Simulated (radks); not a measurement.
Excited configurations of Pd: one electron is placed in a higher orbital outside [Kr] 4d9. The ground configuration is [Kr] 4d10. All-electron calculation, Dirac Kohn-Sham, BLYP, spin-unpolarised, spherical densities, point nucleus; open shells fill j = l - 1/2 first. Program: a radial shooting solver on a logarithmic mesh with Libxc functionals. Excitation = E - E(ground); binding = E(ion) - E, where the ion is the core of charge +1; n* = 1/sqrt(2 binding) in atomic units, and the quantum defect is n - n*.

outer orbital  excitation (eV)  binding (eV)     n*  quantum defect  eigenvalue (eV)  <r> (bohr)
5s1/2                    1.177         7.713  1.328           3.672           -4.387       3.232
5p1/2                    4.844         4.046  1.834           3.166           -1.715       4.629
5d3/2                    7.413         1.477  3.035           1.965           -0.581       10.53
6s1/2                    6.512         2.378  2.392           3.608           -1.334       8.758
6p1/2                    7.130         1.761  2.780           3.220           -0.929       11.06

The Delta-SCF ionisation energy is 8.890 eV (NIST Atomic Spectra Database: 8.337 eV, measured). Self-interaction in the functional shifts the binding energies and quantum defects, so they are the method's values and not measured ones. Spin polarisation and multiplet splitting are left out, so open shells lie too high by an amount that depends on their filling.

Beside tabulated values, note that spin-unpolarised runs miss the spin-polarisation part of the exchange energy of open shells.
